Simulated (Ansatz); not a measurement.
`[AlH2][SiH]1C[SiH2]N1`, relaxed with RKS PBE0-D4/def2-TZVP in Ansatz from a PBE-D4/def2-SVP geometry. The force threshold is 0.005 eV/Å; the program also tests the step.

The species carries charge 0 and has multiplicity 1.

Start:

```xyz
13

Al   -0.117    1.610   -2.161
Si   -0.732    0.629    0.015
C     0.669    0.344    1.303
Si    0.439   -1.523    0.997
N    -0.803   -1.144   -0.193
H     1.272    2.385   -2.398
H    -1.047    1.324   -3.442
H    -1.970    1.227    0.661
H     0.422    0.687    2.327
H     1.663    0.747    1.022
H    -0.039   -2.314    2.193
H     1.648   -2.241    0.446
H    -1.407   -1.730   -0.771
```

| step | energy (eV) | largest force (eV/Å) | largest move (Å) |
| --- | --- | --- | --- |
| 1 | -24999.3272 | 0.721 | 0.000 |
| 2 | -24999.3841 | 0.443 | 0.044 |
| 3 | -24999.3965 | 0.097 | 0.024 |
| 4 | -24999.3978 | 0.048 | 0.024 |
| 5 | -24999.3982 | 0.051 | 0.028 |
| 6 (rejected) | -24999.3978 | 0.112 | 0.033 |
| 7 | -24999.3991 | 0.007 | 0.016 |
| 8 | -24999.4003 | 0.011 | 0.095 |
| 9 | -24999.4012 | 0.075 | 0.147 |
| 10 | -24999.4016 | 0.055 | 0.017 |
| 11 | -24999.4022 | 0.009 | 0.043 |
| 12 | -24999.4029 | 0.038 | 0.131 |
| 13 (rejected) | -24999.4029 | 0.081 | 0.122 |
| 14 | -24999.4033 | 0.025 | 0.060 |
| 15 | -24999.4036 | 0.037 | 0.098 |
| 16 | -24999.4037 | 0.035 | 0.030 |
| 17 | -24999.4038 | 0.025 | 0.011 |
| 18 | -24999.4040 | 0.011 | 0.014 |
| 19 | -24999.4040 | 0.015 | 0.039 |
| 20 | -24999.4041 | 0.018 | 0.044 |
| 21 | -24999.4041 | 0.013 | 0.005 |
| 22 | -24999.4041 | 0.006 | 0.022 |
| 23 (rejected) | -24999.4041 | 0.011 | 0.020 |
| 24 | -24999.4041 | 0.003 | 0.010 |
| 25 | -24999.4041 | 0.002 | 0.005 |

End:

```xyz
13

Al   -0.118    1.670   -2.176
Si   -0.652    0.557   -0.038
C     0.750    0.278    1.217
Si    0.368   -1.558    1.047
N    -0.851   -1.178   -0.118
H     0.739    3.012   -2.219
H    -0.616    1.059   -3.561
H    -1.816    1.251    0.608
H     0.564    0.707    2.202
H     1.746    0.571    0.886
H    -0.128   -2.222    2.287
H     1.487   -2.395    0.524
H    -1.473   -1.752   -0.658
```

Hardware: 4 threads of an Arm Neoverse V2 on a shared host. Wall time 91 s, peak host memory 0.7 GiB.
